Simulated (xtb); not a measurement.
C₂H₆Zn (SMILES [CH3][Zn][CH3]), singlet, from a rough starting geometry (GFN-xTB shapes and energies of metal compounds can be far from the true ones); GFN2-xTB (xtb).

The xtb input:
```
$ xtb mol.xyz --gfn 2 --opt vtight --json

# file mol.xyz
9

Zn    -0.01701550    -0.01820846     0.00025729
C      1.52595318     0.21995401    -1.27772873
H      2.29207620    -0.53812030    -1.15878088
H      2.12037938     1.11565947    -1.08440317
H      1.22762481     0.27875533    -2.29684890
C     -1.60138786    -0.22548734     1.25749602
H     -2.11718209    -1.12248995     1.02770786
H     -2.30067724     0.61382905     1.18034775
H     -1.24729091    -0.24768852     2.31471721
```

**Question.** What does xtb print? Leave out banner, timings and long lists.

**Answer.** 
```
   ID    Z sym.   atoms
    1   30 Zn     1
    2    6 C      2, 6
    3    1 H      3-5, 7-9

           -------------------------------------------------
          |                Calculation Setup                |
           -------------------------------------------------

           -------------------------------------------------
          |                 G F N 2 - x T B                 |
           -------------------------------------------------

          ...................................................
          :                      SETUP                      :
          :.................................................:
          :  # basis functions                  18          :
          :  # atomic orbitals                  18          :
          :  # shells                           12          :
          :  # electrons                        16          :
          :  max. iterations                   250          :
          :  Hamiltonian                  GFN2-xTB          :
          :  restarted?                      false          :
          :  GBSA solvation                  false          :
          :  PC potential                    false          :
          :  electronic temp.          300.0000000     K    :
          :  accuracy                    1.0000000          :
          :  -> integral cutoff          0.2500000E+02      :
          :  -> integral neglect         0.1000000E-07      :
          :  -> SCF convergence          0.1000000E-05 Eh   :
          :  -> wf. convergence          0.1000000E-03 e    :
          :  Broyden damping             0.4000000          :
          :  net charge                          0          :
          :  unpaired electrons                  0          :
          ...................................................

 iter      E             dE          RMSdq      gap      omega  full diag
   1     -7.8883759 -0.788838E+01  0.975E+00    4.76       0.0  T
   2     -7.9035003 -0.151244E-01  0.332E+00    5.34       1.0  T
   3     -7.8867276  0.167727E-01  0.343E+00    4.42       1.0  T
   4     -7.9337346 -0.470070E-01  0.535E-01    4.74       1.0  T
   5     -7.9342734 -0.538807E-03  0.205E-01    4.82       1.0  T
   6     -7.9345725 -0.299168E-03  0.601E-02    4.82       1.0  T
   7     -7.9345807 -0.814352E-05  0.464E-02    4.80       1.0  T
   8     -7.9345913 -0.105806E-04  0.771E-03    4.81       4.3  T
   9     -7.9345912  0.629386E-07  0.744E-03    4.81       4.5  T
[...]
         :: total energy              -7.821991528013 Eh    ::
 * total energy  :    -7.8219915 Eh     change       -0.7982877E-09 Eh
 * total energy  :    -7.8248326 Eh     change       -0.2841073E-02 Eh
 * total energy  :    -7.8250377 Eh     change       -0.2051113E-03 Eh
 * total energy  :    -7.8250510 Eh     change       -0.1333156E-04 Eh
 * total energy  :    -7.8250540 Eh     change       -0.2915100E-05 Eh
 * total energy  :    -7.8250544 Eh     change       -0.4243604E-06 Eh
 * total energy  :    -7.8250544 Eh     change       -0.1190733E-07 Eh
   *** GEOMETRY OPTIMIZATION CONVERGED AFTER 7 ITERATIONS ***
         :: total energy              -7.825054395894 Eh    ::
[...]
     3   1 H        0.925     0.031     2.565     2.505
     4   1 H        0.925     0.031     2.566     2.505
     5   1 H        0.925     0.031     2.565     2.505
     6   6 C        3.597    -0.215    25.493     7.308
     7   1 H        0.925     0.031     2.565     2.505
     8   1 H        0.925     0.031     2.565     2.505
     9   1 H        0.925     0.031     2.565     2.505

 Mol. C6AA /au·bohr⁶  :        933.133544
 Mol. C8AA /au·bohr⁸  :      33823.646382
 Mol. α(0) /au        :         51.250179

Wiberg/Mayer (AO) data.
largest (>0.10) Wiberg bond orders for each atom

 ---------------------------------------------------------------------------
     #   Z sym  total        # sym  WBO       # sym  WBO       # sym  WBO
 ---------------------------------------------------------------------------
     1  30 Zn   1.645 --     6 C    0.742     2 C    0.742
     2   6 C    3.956 --     5 H    0.970     3 H    0.970     4 H    0.970
                             1 Zn   0.742     6 C    0.299
     3   1 H    0.999 --     2 C    0.970
     4   1 H    0.999 --     2 C    0.970
     5   1 H    0.999 --     2 C    0.970
     6   6 C    3.956 --     7 H    0.970     9 H    0.970     8 H    0.970
                             1 Zn   0.742     2 C    0.299
     7   1 H    0.999 --     6 C    0.970
     8   1 H    0.999 --     6 C    0.970
     9   1 H    0.999 --     6 C    0.970
 ---------------------------------------------------------------------------

Topologies differ in total number of bonds
Writing topology from bond orders to xtbtopo.mol

molecular dipole:
                 x           y           z       tot (Debye)
 q only:       -0.000      -0.000      -0.000
   full:       -0.000      -0.000      -0.000       0.001
molecular quadrupole (traceless):
                xx          xy          yy          xz          yz          zz
 q only:       -1.088      -0.352       1.310       1.968       0.283      -0.222
  q+dip:       -0.424      -0.137       0.510       0.766       0.110      -0.087
   full:       -1.308      -0.423       1.575       2.367       0.340      -0.267

optimized geometry written to: xtbopt.xyz

           -------------------------------------------------
          | TOTAL ENERGY               -7.825054395894 Eh   |
          | GRADIENT NORM               0.000018804552 Eh/α |
          | HOMO-LUMO GAP               4.691876899839 eV   |
           -------------------------------------------------

normal termination of xtb
```
